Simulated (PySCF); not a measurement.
Isomers of C7H10NP, mass 139.055 u with the commonest isotopes. The calculation used PySCF, PBE0-D3(BJ)/def2-SVP geometry optimisation, gas phase. One conformer each, none proved a minimum here; rigid rotors.

Question: Order these by rotational constant B, largest first.
A. `[CH2:1]=[CH:2][c:3]1[cH:4][p:5][cH:6][n:7]1[CH2:8][CH3:9]` with C1–C2–C3–C4 -16°, C6–N7–C8–C9 97°
B. `[CH3:1][CH:2]([CH3:3])[c:4]1[n:5][cH:6][cH:7][cH:8][p:9]1` with C1–C2–C4–N5 -62°
C. `[CH3:1][CH2:2]/[CH:3]=[P:4]\[n:5]1[cH:6][cH:7][cH:8][cH:9]1` with C1–C2–C3–P4 -131°, C3–P4–N5–C6 138°
D. `[CH3:1][P:2]([CH3:3])[c:4]1[cH:5][cH:6][cH:7][cH:8][n:9]1` with C1–P2–C4–C5 -71°
E. `[CH3:1][c:2]1[cH:3][n:4]([CH:5]2[CH2:6][CH2:7]2)[cH:8][p:9]1` with C3–N4–C5–C6 130°
F. `[CH3:1][C:2]#[C:3][P:4]([CH3:5])[CH2:6][CH2:7][C:8]#[N:9]` with C3–P4–C6–C7 -68°, P4–C6–C7–C8 180°

Answer: A (1305 MHz), B (1049 MHz), D (967.1 MHz), E (904.8 MHz), C (872.6 MHz), F (746.3 MHz).

Question: Order these by rotational constant A, smallest first.
A. `[CH3:1][c:2]1[cH:3][n:4]([CH:5]2[CH2:6][CH2:7]2)[cH:8][p:9]1` with C3–N4–C5–C6 130°
B. `[CH3:1][P:2]([CH3:3])[c:4]1[cH:5][cH:6][cH:7][cH:8][n:9]1` with C1–P2–C4–C5 -71°
C. `[CH3:1][C:2]#[C:3][P:4]([CH3:5])[CH2:6][CH2:7][C:8]#[N:9]` with C3–P4–C6–C7 -68°, P4–C6–C7–C8 180°
D. `[CH2:1]=[CH:2][c:3]1[cH:4][p:5][cH:6][n:7]1[CH2:8][CH3:9]` with C1–C2–C3–C4 -16°, C6–N7–C8–C9 97°
E. `[CH3:1][CH2:2]/[CH:3]=[P:4]\[n:5]1[cH:6][cH:7][cH:8][cH:9]1` with C1–C2–C3–P4 -131°, C3–P4–N5–C6 138°

Answer: C (1561 MHz), D (1711 MHz), E (2505 MHz), B (2885 MHz), A (3076 MHz).

Question: Order these by out-of-plane moment Σ m c² = (Ia + Ib − Ic)/2, largest first.
A. `[CH3:1][CH:2]([CH3:3])[c:4]1[n:5][cH:6][cH:7][cH:8][p:9]1` with C1–C2–C4–N5 -62°
B. `[CH3:1][P:2]([CH3:3])[c:4]1[cH:5][cH:6][cH:7][cH:8][n:9]1` with C1–P2–C4–C5 -71°
C. `[CH3:1][CH2:2]/[CH:3]=[P:4]\[n:5]1[cH:6][cH:7][cH:8][cH:9]1` with C1–C2–C3–P4 -131°, C3–P4–N5–C6 138°
D. `[CH3:1][c:2]1[cH:3][n:4]([CH:5]2[CH2:6][CH2:7]2)[cH:8][p:9]1` with C3–N4–C5–C6 130°
E. `[CH2:1]=[CH:2][c:3]1[cH:4][p:5][cH:6][n:7]1[CH2:8][CH3:9]` with C1–C2–C3–C4 -16°, C6–N7–C8–C9 97°
F. `[CH3:1][C:2]#[C:3][P:4]([CH3:5])[CH2:6][CH2:7][C:8]#[N:9]` with C3–P4–C6–C7 -68°, P4–C6–C7–C8 180°

Answer: A (54.56 u·Å²), C (46.37 u·Å²), F (34.61 u·Å²), B (31.41 u·Å²), E (22.41 u·Å²), D (16.14 u·Å²).

```
         SMILES  point group  Ia (u·Å²)  Ib (u·Å²)  Ic (u·Å²)      κ  μa (D)  μb (D)  μc (D)
  CP(C)c1ccccn1           C1     175.16     522.57     634.92  -0.84    1.24    1.04    1.03
Cc1cn(C2CC2)cp1           C1     164.29     558.56     690.56  -0.85    3.30    1.60    0.38
 CC/C=P\n1cccc1           C1     201.74     579.15     688.17  -0.84    1.90    0.62    0.10
  CC(C)c1ncccp1           Cs     201.94     481.90     574.71  -0.79    1.24    0.37    0.00
   C=Cc1cpcn1CC           C1     295.34     387.39     637.91   0.12    3.32    1.76    0.47
  CC#CP(C)CCC#N           C1     323.66     677.20     931.64  -0.60    4.18    0.36    0.07
```
